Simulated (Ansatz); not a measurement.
Reaction (SMILES): BrCl (Cl-Br) → Cl atom + Br atom
B3LYP-D3(BJ)/def2-TZVP geometries, fixed; electronic energies without zero-point terms.
Largest species:
```
Cl
Br 1 2.1653
```

Basis-set convergence of the bond dissociation energy at MP2 with Ansatz (a first-principles code). Cartesian d functions, on some or all atoms, in 3-21G, 6-31G**, 6-311G**; all else is spherical. Cores are frozen (with 3d on Ga to Br). Open shells are unrestricted. No added dispersion term, no relativity. Functions are those of the species that has most. Reference: Hartree-Fock in aug-cc-pV(5+d)Z plus the correlation part extrapolated as X^-3 from aug-cc-pV(Q+d)Z and aug-cc-pV(5+d)Z, 60.20 kcal/mol, itself unsure by roughly 0.39 kcal/mol (a third of the extrapolation step and of the last Hartree-Fock step). Deviations are taken from unrounded values.

```json
[
 {"basis": "STO-3G", "functions": "27", "bond dissociation energy (kcal/mol)": "41.36", "minus reference (kcal/mol)": "-18.84"},
 {"basis": "3-21G", "functions": "36", "bond dissociation energy (kcal/mol)": "17.81", "minus reference (kcal/mol)": "-42.39"},
 {"basis": "pcseg-1", "functions": "45", "bond dissociation energy (kcal/mol)": "42.13", "minus reference (kcal/mol)": "-18.07"},
 {"basis": "cc-pV(D+d)Z", "functions": "50", "bond dissociation energy (kcal/mol)": "42.89", "minus reference (kcal/mol)": "-17.31"},
 {"basis": "6-31G**", "functions": "54", "bond dissociation energy (kcal/mol)": "41.89", "minus reference (kcal/mol)": "-18.31"},
 {"basis": "6-311G**", "functions": "71", "bond dissociation energy (kcal/mol)": "41.94", "minus reference (kcal/mol)": "-18.26"},
 {"basis": "def2-TZVP", "functions": "85", "bond dissociation energy (kcal/mol)": "53.52", "minus reference (kcal/mol)": "-6.68"},
 {"basis": "def2-TZVPP", "functions": "90", "bond dissociation energy (kcal/mol)": "53.61", "minus reference (kcal/mol)": "-6.59"},
 {"basis": "def2-TZVPD", "functions": "103", "bond dissociation energy (kcal/mol)": "54.38", "minus reference (kcal/mol)": "-5.82"},
 {"basis": "aug-cc-pV(T+d)Z", "functions": "114", "bond dissociation energy (kcal/mol)": "55.31", "minus reference (kcal/mol)": "-4.89"},
 {"basis": "cc-pV(Q+d)Z", "functions": "132", "bond dissociation energy (kcal/mol)": "57.33", "minus reference (kcal/mol)": "-2.87"},
 {"basis": "cc-pV(5+d)Z", "functions": "204", "bond dissociation energy (kcal/mol)": "58.73", "minus reference (kcal/mol)": "-1.47"},
 {"basis": "pcseg-4", "functions": "216", "bond dissociation energy (kcal/mol)": "58.80", "minus reference (kcal/mol)": "-1.40"}
]
```
